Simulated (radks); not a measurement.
All-electron atom: Be I in [He] 2s2.

All-electron calculation, non-relativistic Kohn-Sham, exchange-only PBE, spin-polarised, spherical densities, point nucleus. Program: a radial shooting solver on a logarithmic mesh with Libxc functionals.

Energy parts (hartree):
| part | energy |
|---|---|
| total | -14.54504 |
| kinetic | 14.54504 |
| electron-nucleus | -33.60271 |
| Hartree | 7.14015 |
| exchange | -2.62752 |

Orbitals (lengths in bohr, moments of r in powers of bohr; r(90%) holds 90 % of the orbital's charge):
\begin{tabular}{lrrrr}
orbital & occ. & eigenvalue (hartree) & r(90%) & <r^2> \\ \hline
1s & 2 & -3.87879 & 0.762 & 0.2427 \\
2s & 2 & -0.18170 & 4.27 & 8.526 \\
\end{tabular}

The highest occupied level is 2s at -4.944 eV. The density falls to 0.001 e/bohr^3 at r = 4.15 bohr. Virial ratio -V/T = 2.00000.
